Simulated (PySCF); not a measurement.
C3H8O2Si, SMILES CC(=O)C[SiH2]O.

Coordinates come from a r2SCAN-D4/def2-SVP optimisation. One conformer was computed; it need not be the lowest.

Computed with PySCF with r2SCAN-D4/def2-SVP.

Frequencies are harmonic and unscaled.

Task: List the normal modes with their intensities. (The exact figures need the calculation; the answer reports its results.)

Result: 
| mode | ν (cm⁻¹) | IR (km/mol) | moving atoms (share of kinetic energy) |
|---|---|---|---|
| 1 | 54 | 2.2 | O 46 %, C 35 %, H 17 % |
| 2 | 100 | 2.4 | H 34 %, O 24 %, Si 22 %, C 21 % |
| 3 | 145 | 0.8 | H 94 % |
| 4 | 187 | 5.4 | O 70 %, C 15 %, H 11 % |
| 5 | 255 | 12.3 | O 44 %, Si 21 %, H 18 %, C 16 % |
| 6 | 373 | 3.3 | H 44 %, C 36 %, O 10 %, Si 10 % |
| 7 | 499 | 12.5 | H 52 %, O 25 %, C 18 % |
| 8 | 525 | 23.1 | H 57 %, C 33 % |
| 9 | 549 | 69.3 | H 81 %, C 9 % |
| 10 | 593 | 7.2 | H 42 %, C 29 %, O 17 %, Si 13 % |
| 11 | 699 | 3.8 | C 47 %, H 41 % |
| 12 | 729 | 28.6 | H 83 % |
| 13 | 770 | 56.6 | H 67 %, C 24 % |
| 14 | 822 | 24.1 | H 44 %, C 43 %, O 11 % |
| 15 | 875 | 32.9 | O 46 %, H 30 %, C 12 %, Si 12 % |
| 16 | 924 | 123.9 | H 52 %, Si 21 %, O 18 %, C 9 % |
| 17 | 939 | 73.2 | H 67 %, C 31 % |
| 18 | 986 | 35.0 | H 72 %, C 22 % |
| 19 | 991 | 143.3 | H 75 %, C 14 % |
| 20 | 1023 | 241.8 | H 79 %, O 9 % |
| 21 | 1112 | 56.2 | H 58 %, C 41 % |
| 22 | 1116 | 10.6 | H 71 %, C 21 % |
| 23 | 1254 | 130.0 | C 56 %, H 42 % |
| 24 | 1354 | 68.3 | H 67 %, C 33 % |
| 25 | 1413 | 39.6 | H 83 %, C 17 % |
| 26 | 1427 | 8.9 | H 94 % |
| 27 | 1442 | 14.2 | H 96 % |
| 28 | 1761 | 169.5 | C 63 %, O 34 % |
| 29 | 2197 | 151.5 | H 97 % |
| 30 | 2245 | 139.2 | H 97 % |
| 31 | 3034 | 0.5 | H 97 % |
| 32 | 3050 | 1.0 | H 95 % |
| 33 | 3123 | 1.7 | H 91 %, C 9 % |
| 34 | 3129 | 4.1 | H 90 %, C 10 % |
| 35 | 3182 | 4.9 | H 90 %, C 10 % |
| 36 | 3646 | 226.5 | H 94 % |
